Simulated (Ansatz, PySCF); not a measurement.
Three-fold rotor about C1–Ge2 in CH5ClGe (SMILES [CH3][GeH2][Cl]); single points on GFN2-xTB geometries with the dihedral held.
Staggered geometry (60°) (charge 0, multiplicity 1):
```
atom    x (Å)    y (Å)    z (Å)
----  -------  -------  -------
C     -1.0643   0.1526   0.0414
Ge     0.8595  -0.2652  -0.0536
Cl     1.1088  -2.3348   0.2145
H     -1.4646  -0.1403   1.0093
H     -1.6054  -0.3938  -0.7278
H     -1.2450   1.2140  -0.0988
H      1.4712   0.0931  -1.3889
H      1.6634   0.4290   1.0222
```

Cores are frozen in the correlated methods. Filled d and f shells under p-block atoms count as core. CBS(a, b) extrapolates the correlation energy as X⁻³ and adds the Hartree–Fock energy of set b. MP2 and its Hartree–Fock in def2-QZVPP are density fitted. Rows in 6-31G* carry no dispersion term and start afresh at each structure (6-31G* with six Cartesian d functions); the Pople sets are all-electron and without relativity.

Codes used: Ansatz (Gaussian basis) for Hartree–Fock, density functionals and correlated methods; PySCF for 6-31G* rows. Values without a source in brackets are computed.

Energies above the staggered point (kcal/mol):

| dihedral (°) | PBE/def2-TZVPP | B3LYP/6-31G* | MP2/CBS(def2-TZVPP, def2-QZVPP) + ΔCCSD(T)/def2-TZVPP |
|---|---|---|---|
| 0 | 0.911 | 0.895 | 1.043 |
| 20 | 0.678 | 0.667 | 0.775 |
| 40 | 0.222 | 0.219 | 0.252 |
| 60 | 0.000 | 0.000 | 0.000 |
| 80 | 0.223 | 0.215 | 0.258 |
| 100 | 0.680 | 0.665 | 0.780 |
| 120 | 0.911 | 0.895 | 1.043 |

Moments of inertia of the two ends about the bond: 3.132 and 144.645 u Å².

### Question
Fit V = V₃/2 (1 − cos 3φ) + V₆/2 (1 − cos 6φ), φ counted from the staggered point, and estimate the harmonic torsional frequency.

### Answer

V₃ is the energy at φ = 60°; at φ = 20° (mean of both sides) V = 0.25 V₃ + 0.75 V₆. The reduced moment I₁I₂/(I₁ + I₂) = 3.066 u Å² gives F = 16.8576/I = 5.498 cm⁻¹ (a rough rule where the frame isn't a symmetric top). Near the minimum V = kφ²/2 with k = (9V₃ + 36V₆)/2, and ω = √(2Fk), with 1 kcal/mol = 349.755 cm⁻¹.
- PBE/def2-TZVPP: V₃ = 0.91, V₆ = -0.007 kcal/mol, k = 1389 cm⁻¹/rad², ω = 124 cm⁻¹
- B3LYP/6-31G*: V₃ = 0.90, V₆ = -0.009 kcal/mol, k = 1355 cm⁻¹/rad², ω = 122 cm⁻¹
- MP2/CBS(def2-TZVPP, def2-QZVPP) + ΔCCSD(T)/def2-TZVPP: V₃ = 1.04, V₆ = -0.008 kcal/mol, k = 1594 cm⁻¹/rad², ω = 132 cm⁻¹

Ansatz is a first-principles code.
